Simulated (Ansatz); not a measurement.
Ansatz (a first-principles code) input (RI-MP2/def2-QZVPPD):
A basis named .json is the Basis Set Exchange file of that set.

Ansatz 0.2 input:
```yaml
crystal:
  periodic: [false, false, false]
  atoms:
    - {symbol: Zr, position_ang: [0.00177350, -0.00644462, -0.32054545]}
    - {symbol: F, position_ang: [1.56274006, 0.01820541, 0.72091320]}
    - {symbol: F, position_ang: [-1.57062230, 0.01043733, 0.70373323]}
basis:
  gaussian:
    orbitals: def2-QZVPPD.json
    fitting: {mean_field: def2-universal-jkfit, correlation: def2-QZVPPD-RIFIT.json}
magnetization: {spin_polarized: false}
correlation: {method: mp2, electrons: outside_noble_gas}
```

End of the output:

```
integrals: 0.17 GiB planned
409 factors; integrals over basis functions are off by at most 1.5e0 eV
mean field: 0.43 GiB planned
mean field evaluation 1: about -6677.6374 eV, gradient 5.0e1 eV
mean field evaluation 2: about -6679.3807 eV, gradient 4.9e1 eV
mean field evaluation 4: about -6682.9730 eV, gradient 1.6e0 eV
mean field evaluation 8: about -6683.0276 eV, gradient 1.1e-2 eV
mean field evaluation 16: about -6677.2598 eV, gradient 1.6e1 eV
mean field evaluation 32: about -6682.8790 eV, gradient 5.4e0 eV
mean field evaluation 64: about -6683.0070 eV, gradient 1.6e0 eV
mean field -6683.02755774 eV, -245.5967328281 hartree, gradient 5.7e-6 eV, S^2 0.000000; 10 other end points of the search recorded, 0 dependent functions left out; unrestricted orbitals would lower it
6 core orbitals not correlated
566 factors; their error is unknown
reference -6683.02755774 eV, -245.5967328281 hartree; 9, 9 occupied and 198, 198 virtual orbitals, 566 factors
second order -17.99224953 eV of doubles, -0.00000000 eV of singles
Total energy: -6701.01980726 eV, -246.2579358025 hartree
```
